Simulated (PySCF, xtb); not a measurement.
B(OH)2(NH2) (BH4NO2), SMILES NB(O)O. One conformer was computed; it need not be the lowest.

Harmonic wavenumbers (cm⁻¹) from GFN2-xTB (xtb) at its own minimum, in rising order: 317, 340, 375, 409, 480, 483, 552, 816, 834, 938, 980, 1243, 1386, 1514, 3553, 3603, 3651, 3654.

Q: What does PySCF 2.14.0 with B3LYP-D3(BJ)/def2-SVP give at its own minimum? (Estimate from the structure and the level; the computed values follow.)

A: 161, 276, 389, 417, 454, 529, 651, 872, 883, 944, 1025, 1417, 1443, 1598, 3630, 3738, 3893, 3898. Paired by order, the mean absolute difference is 88 cm⁻¹ and the zero-point energies are 35.9 and 37.5 kcal/mol.
